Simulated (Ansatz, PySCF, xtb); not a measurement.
SiH4 (SMILES [SiH4]) and SiH4 (SMILES [SiH4]) are pulled apart as rigid monomers along the line of their centres of mass, from the B3LYP-D3(BJ)/def2-TZVP minimum. Starting geometry (charge 0, multiplicity 1):
```xyz
10

Si     0.01753    -0.16762    -0.10150
H      1.06879     0.87346    -0.08740
H     -1.07626     0.22540     0.81558
H      0.58979    -1.45800     0.34195
H     -0.52126    -0.30918    -1.47337
Si    -0.01738     0.16683     3.90222
H     -0.82371    -1.04963     3.65921
H      1.11792     0.20079     2.95259
H      0.50405     0.14752     5.28789
H     -0.85823     1.36847     3.70613
```

Interaction energies with rigid monomers; basis-set methods are counterpoise corrected unless marked otherwise.

Cores are frozen in the correlated methods. Rows in 3-21G, 6-31G* carry no dispersion term and start afresh at each structure (6-31G* with six Cartesian d functions).

Run with Ansatz (Gaussian basis) for Hartree–Fock, density functionals and correlated methods; PySCF for 3-21G rows, 6-31G* rows; xtb for the GFN methods. Values without a source in brackets are computed.

| Si1···Si6 (Å) | GFN1-xTB (kcal/mol) | B3LYP/3-21G (no counterpoise) (kcal/mol) | B3LYP/6-31G* (no counterpoise) (kcal/mol) | PBE0/def2-TZVPPD (kcal/mol) | CCSD/aug-cc-pV(D+d)Z (kcal/mol) |
|---|---|---|---|---|---|
| 3.62 | -3.84 | 1.41 | 2.20 | 0.67 | 0.84 |
| 4.02 | -2.70 | -0.31 | 0.56 | … | -0.46 |
| 4.62 | -1.17 | -0.38 | … | -0.23 | -0.50 |
| 5.62 | -0.30 | -0.05 | -0.02 | -0.07 | -0.18 |
| 7.23 | -0.06 | 0.00 | 0.00 | 0.00 | -0.04 |

Q: Some entries are withheld; supply them.

A: 
- 4.62, B3LYP/6-31G* (no counterpoise) (kcal/mol): 0.02
- 4.02, PBE0/def2-TZVPPD (kcal/mol): -0.15

Ansatz is a program for electronic structure.
